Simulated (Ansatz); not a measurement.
Geometry optimisation, RKS BHLYP-D4/def2-SVP (Ansatz 0.2.0).

The input (input.yaml):

```yaml
crystal:
  periodic: [false, false, false]
  atoms:
    - { symbol: Sn, position_ang: [0.0, 0.0, 0.0] }
    - { symbol: C, position_ang: [1.4021, 0.0, 1.8859] }
    - { symbol: H, position_ang: [0.4025, -0.3092, 2.2564] }
    - { symbol: H, position_ang: [2.1697, -0.7111, 2.2564] }
    - { symbol: H, position_ang: [1.6341, 1.0203, 2.2564] }
    - { symbol: H, position_ang: [1.889, 0.0, 0.442] }
    - { symbol: H, position_ang: [-0.8195, 1.4198, -0.5794] }
    - { symbol: C, position_ang: [-1.0126, -1.7544, -0.716] }
    - { symbol: H, position_ang: [-1.5123, -2.2661, 0.1329] }
    - { symbol: H, position_ang: [-1.7727, -1.4617, -1.4701] }
    - { symbol: H, position_ang: [-0.2768, -2.4431, -1.1811] }
basis:
  gaussian: { orbitals: def2-SVP }
hamiltonian:
  xc: { name: BHLYP }
  dispersion: d4
relax:
  f_tol: 0.15
  max_steps: 25
  restrain:
    - { distance: [1, 5], at: 2.31, k: 30.0 }
    - { distance: [0, 1], at: 2.15, k: 30.0 }
    - { distance: [0, 5], at: 1.74, k: 30.0 }
output:
  orbitals: {}
```

Run as:

```bash
$ ansatz run input.yaml --threads 2 --pin off --max-ram 3072MiB --backend cpu --events-out ev --progress --plain --runs-dir out
```

Question: Where does it end, and by what steps?

Answer: The forces met the threshold. The restraints hold the end off the free minimum; the threshold counts their pulls, which the force column leaves out. Restrained pairs: C2–H6 (1.52 → 2.36 Å), Sn1–C2 (2.35 → 2.14 Å), Sn1–H6 (1.94 → 1.72 Å). After 7 steps the energy has fallen by 4.165 eV (the restraints' own energy left out); H6 moved furthest, 0.67 Å.

```
step  energy less start (eV)  largest force component (eV/Å)  accepted
   0                  0.0000                           2.693       yes
   1                 -1.0005                           2.898       yes
   2                 -1.9950                           3.487       yes
   3                 -3.2751                           2.035       yes
   4                 -3.9839                           1.706       yes
   5                 -4.1423                           1.811       yes
   6                 -4.1631                           1.523       yes
   7                 -4.1653                           1.518       yes
```

```xyz
11
Properties=species:S:1:pos:R:3
Sn 0.174 0.009 0.027
C 1.033 -0.047 1.984
H 0.402 -0.135 2.876
H 1.721 -0.899 1.955
H 1.632 0.865 2.058
H 1.872 0.111 -0.221
H -0.687 1.431 -0.365
C -0.870 -1.734 -0.670
H -1.406 -2.188 0.166
H -1.594 -1.454 -1.439
H -0.173 -2.464 -1.086
```

The run took 38 s on 2 threads of Arm Neoverse N1 (shared host), peak memory 0.2 GiB.
